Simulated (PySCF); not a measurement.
Geometry:
```
atom   x (Å)   y (Å)   z (Å)
  F1   3.451  -0.174  -0.857
  B2   2.365   0.189  -0.197
  F3   2.172   1.491  -0.064
  C4   1.390  -0.863   0.423
  C5   0.038  -0.332   0.890
  C6  -0.831   0.146  -0.264
  C7  -2.201   0.595   0.170
  F8  -2.140   1.597   1.054
  F9  -2.925   1.021  -0.870
 F10  -2.884  -0.401   0.750
 H11   1.271  -1.703  -0.282
 H12   1.940  -1.300   1.278
 H13  -0.505  -1.114   1.444
 H14   0.182   0.503   1.594
 H15  -0.364   0.996  -0.785
 H16  -0.980  -0.655  -1.005
```

Geometry: PBE0-D3(BJ)/def2-SVP; GIAO shifts from PySCF 2.14, gas phase, non-relativistic, averaged over equivalent atoms.

At PBE0/pcSseg-1 (200 basis functions, 65 s wall time on 1 thread of an Arm Neoverse N1, shared host):
| atoms | δ (ppm) |
| --- | --- |
| F1/F3 | -63.0 |
| F8/F9/F10 | -84.4 |
| B2 | 30.0 |
| C7 | 131.5 |
| C6 | 37.8 |
| C5 | 17.4 |
| C4 | 12.7 |
| H15/H16 | 1.69 |
| H13/H14 | 1.59 |
| H11/H12 | 1.06 |

Shifts are taken against calculated references (same method and geometry level): 19F (σref 177.25) vs CFCl3; BF3·OEt2 for 11B (σref 100.73); 13C (σref 184.41) and 1H (σref 31.27) vs TMS.

**Question.** Predict the values at KT2/pcSseg-1 on the same geometry.

**Answer.** 
```tsv
atoms	δ at KT2/pcSseg-1	change
F1/F3	-88.9	-25.9
F8/F9/F10	-108.1	-23.7
B2	26.7	-3.3
C7	131.4	-0.1
C6	38.4	+0.6
C5	19.3	+1.9
C4	13.3	+0.6
H15/H16	1.68	-0.01
H13/H14	1.59	+0.00
H11/H12	1.10	+0.04
```

Shifts are taken against calculated references (same method and geometry level): 19F (138.57 ppm) vs CFCl3; 11B (99.90 ppm) vs BF3·OEt2; TMS for 13C (183.22 ppm), 1H (31.18 ppm).

The largest change is at F1/F3 (fluorine bonded to B). Cost: 200 basis functions, 65 s wall time on 1 thread of an Arm Neoverse N1, shared host. The order of the carbon signals is the same at both levels.

A carbon bonded to boron is broadened by the quadrupolar boron nucleus and is often missing from a measured spectrum. Unscaled 19F shifts against computed CFCl3 carry errors that often reach 10 to 50 ppm.
